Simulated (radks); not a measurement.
Species: Ca4+. Configuration: [He] 2s2 2p4 3s2 3p4 4f2 (not the ground configuration).

All-electron calculation, Dirac Kohn-Sham, LDA (Slater exchange, VWN5 correlation), spin-unpolarised, spherical densities, point nucleus; open shells are shared between the two j in proportion to 2j + 1. Program: a radial shooting solver on a logarithmic mesh with Libxc functionals.

Energy parts (eV):
| part | energy |
|---|---|
| total | -17488.096 |
| kinetic | 17624.568 |
| electron-nucleus | -39998.222 |
| Hartree | 5674.536 |
| exchange-correlation | -788.977 |

Orbitals (lengths in bohr, moments of r in powers of bohr; <r^-3> diverges for s and p1/2; r(max) is where P^2 peaks):
| orbital | occ. | eigenvalue (eV) | <r^-3> | <r> | r(max) |
|---|---|---|---|---|---|
| 1s1/2 | 2 | -4133.583 | - | 0.07691 | 0.05038 |
| 2s1/2 | 2 | -559.0913 | - | 0.3518 | 0.2938 |
| 2p1/2 | 1.33333 | -491.1623 | - | 0.3095 | 0.2368 |
| 2p3/2 | 2.66667 | -487.0546 | 203.6 | 0.3118 | 0.2387 |
| 3s1/2 | 2 | -128.1120 | - | 0.9887 | 0.8894 |
| 3p1/2 | 1.33333 | -108.0330 | - | 1.003 | 0.8869 |
| 3p3/2 | 2.66667 | -107.3760 | 32.67 | 1.008 | 0.8914 |
| 3d3/2 | 0 | -76.3473 | 3.971 | 0.9938 | 0.7933 |
| 3d5/2 | 0 | -76.2488 | 3.938 | 0.9951 | 0.7944 |
| 4s1/2 | 0 | -44.5565 | - | 2.274 | 2.141 |
| 4f5/2 | 0.857143 | -21.4119 | 0.1096 | 2.934 | 2.563 |
| 4f7/2 | 1.14286 | -21.4097 | 0.1095 | 2.935 | 2.563 |

The highest occupied level is 4f7/2 at -21.410 eV. The configuration is held as typed, so some empty levels lie below it. The density falls to 0.001 e/bohr^3 at r = 4.41 bohr.

Run on one thread of a shared host, so times are rough (Arm Neoverse V2): 0.08 s of CPU time, 0.08 s wall, 13 iterations on 2476 mesh points.
